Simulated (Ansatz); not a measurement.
H$_{3}$ClSi, charge -1, doublet, at the geometry of the source list (a state made from the parent by changing its charge; the spin is typed, not shown lowest) (a gas-phase anion, which may not be bound at this level); CASSCF(3,5)/STO-3G in Ansatz (a program for electronic structure).

Here is a job for Ansatz.
Ansatz 0.2 input:
```yaml
crystal:
  periodic: [false, false, false]
  atoms:
    - {symbol: Si, position_ang: [-0.13090000, -0.00340000, -0.00720000]}
    - {symbol: Cl, position_ang: [1.87700000, 0.05300000, 0.07000000]}
    - {symbol: H, position_ang: [-0.51890000, -0.98540000, -1.01310000]}
    - {symbol: H, position_ang: [-0.60640000, 1.32800000, -0.36020000]}
    - {symbol: H, position_ang: [-0.62080000, -0.39220000, 1.31050000]}
basis:
  gaussian:
    orbitals: STO-3G
hamiltonian:
  xc: hf
total_charge: -1
correlation: {active_space: {window: {electrons: 3, orbitals: 5}}}
magnetization: {spin_polarized: false, initial_magnetization: 1}
```

### Question
Predict the main parts of the log of this Ansatz run.

### Answer

```
Functional definition: HF
228 factors; integrals over basis functions are off by at most 2.7e-5 eV
mean field evaluation 1: about -20179.2830 eV, gradient 7.4e0 eV
mean field evaluation 2: about -20179.3310 eV, gradient 7.4e0 eV
mean field evaluation 4: about -20180.3256 eV, gradient 9.2e-1 eV
mean field evaluation 8: about -20180.3623 eV, gradient 2.4e-6 eV
mean field -20180.36230259 eV, -741.6146358792 hartree, gradient 7.0e-7 eV, S^2 0.750000; 0 other end points of the search recorded, 0 dependent functions left out
reference -20180.36230259 eV, -741.6146358792 hartree; 18, 17 occupied and 3, 4 virtual orbitals, 228 factors
state -20180.79955462 eV, -741.6307045951 hartree
Total energy: -20180.79955462 eV, -741.6307045951 hartree
```
